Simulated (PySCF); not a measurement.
**Spin states of YI**

Unrestricted PBE0; Y def2-TZVPP with ECP28, I def2-TZVPP with ECP28; scalar-relativistic core potentials (PySCF 2.14). Outer shells of the fragments: Y 4d1 5s2; I 4d10 5s2 5p5.

Followed along the bond (rough minima from three points):

```json
{"2Ms+1": "1", "unpaired": "none", "⟨S²⟩ at the start": "0.00", "R at minimum (Å)": "2.77", "Te (eV)": "0.00"}
{"2Ms+1": "3", "unpaired": "σ ↑, δ ↑", "⟨S²⟩ at the start": "2.00", "R at minimum (Å)": "2.83", "Te (eV)": "0.29"}
{"2Ms+1": "3", "unpaired": "σ ↑, π ↑", "⟨S²⟩ at the start": "2.00", "R at minimum (Å)": "2.84", "Te (eV)": "0.56"}
{"2Ms+1": "1", "unpaired": "σ ↓, δ ↑", "⟨S²⟩ at the start": "1.00", "R at minimum (Å)": "2.84", "Te (eV)": "0.72"}
{"2Ms+1": "1", "unpaired": "σ ↑, π ↓", "⟨S²⟩ at the start": "1.00", "R at minimum (Å)": "2.84", "Te (eV)": "0.84"}
{"2Ms+1": "3", "unpaired": "σ ↑↑", "⟨S²⟩ at the start": "2.00", "R at minimum (Å)": "2.85", "Te (eV)": "0.84"}
```

Solutions found at the starting distance of 2.775 Å, counted from the lowest of them; the search is not exhaustive and high or unbound solutions are not listed, so other states can lie among these:

```tsv
2Ms+1	unpaired	term	E (eV)	⟨S²⟩	⟨Lz²⟩	μ (D)
1	none	¹Σ⁺	0.00	0.00	0.00	-2.61
3	σ ↑, δ ↑	³Δ	0.31	2.00	4.01	-4.31
3	σ ↑, π ↑	³Π	0.58	2.00	1.02	-3.14
1	σ ↓, δ ↑	mixed	0.74	1.00	4.00	-3.01
1	σ ↑, π ↓	mixed	0.86	1.00	1.24	-4.08
3	σ ↑↑	³Σ⁺	0.86	2.00	0.00	-0.94
```

A term symbol is given only where ⟨S²⟩ and ⟨Lz²⟩ are close to those of a pure state; real π, δ and φ orbitals otherwise mix terms. A positive dipole means Y(−)I(+).

Spin–orbit coupling is left out.
